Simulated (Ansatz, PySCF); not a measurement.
Molecule: 2-methylpropane-1-selenol, C₄H₁₀Se, charge 0, multiplicity 1. SMILES: CC(C)C[SeH]
Geometry from a B3LYP-D3(BJ)/def2-TZVP (Ansatz, an electronic-structure program) optimisation:
```
C
H 1 1.0949
C 1 1.5260 2 107.76
H 3 1.0877 1 110.65 2 60.96
H 3 1.0897 4 109.04 1 -122.04
C 1 1.5286 2 108.36 3 -121.68
H 6 1.0912 1 112.00 2 58.05
H 6 1.0913 7 107.69 1 121.98
H 6 1.0933 7 107.69 8 116.16
C 1 1.5312 2 108.16 3 118.14
H 10 1.0916 1 110.75 2 60.72
H 10 1.0917 11 107.97 1 122.28
H 10 1.0932 11 107.73 12 116.36
Se 3 1.9878 4 106.78 5 -116.44
H 14 1.4711 3 94.68 4 41.05
```
Charge 0, spin multiplicity 1.

Property: vertical triplet-singlet gap, E(triplet) - E(singlet), in eV. Set-up: dispersion terms only where a functional's name holds one; each state is the SCF solution reached for its charge and spin; 6-31G* and kin with 6d, 5d where marked; UHF or UKS for open shells; non-relativistic; frozen cores in correlated levels (noble-gas shells and the d and f shells of earlier blocks); LANL2DZ with its own core potentials from Na on; no spin-orbit coupling. Ab initio and DFT rows: single points at B3LYP-D3(BJ) geometries (Ansatz). Levels can end on unlike triplets.

```csv
level,program,"vertical triplet-singlet gap, E(triplet) - E(singlet) (eV)"
HF/6-31G*,Ansatz,4.53
HF/6-31G* with LANL2DZ past Ar,Ansatz,4.83
PBE/6-31G*,Ansatz,4.52
PBE/6-31G* with LANL2DZ past Ar,Ansatz,4.67
B3LYP/STO-3G,Ansatz,6.44
B3LYP/3-21G,Ansatz,4.84
B3LYP/6-31G*,Ansatz,4.66
B3LYP/6-31G* with LANL2DZ past Ar,Ansatz,4.80
M06-2X/6-31G* with LANL2DZ past Ar (5d),PySCF,5.00
MP2/6-31G*,Ansatz,4.92
MP2/6-31G* with LANL2DZ past Ar,Ansatz,4.95
PBE/def2-TZVPD,Ansatz,4.26
B3LYP/def2-TZVPD,Ansatz,4.42
```

No value to compare with is used here. The 11 habitual levels span 4.52 (PBE/6-31G*) to 6.44 eV (B3LYP/STO-3G); PBE/def2-TZVPD gives 4.26.

The levels are drawn from those run, B3LYP/6-31G* more often than the rest, none by its result; left out are runs that failed, that the program found above a lower state of the same kind, or whose <S^2> lies over 0.5 above the pure value.
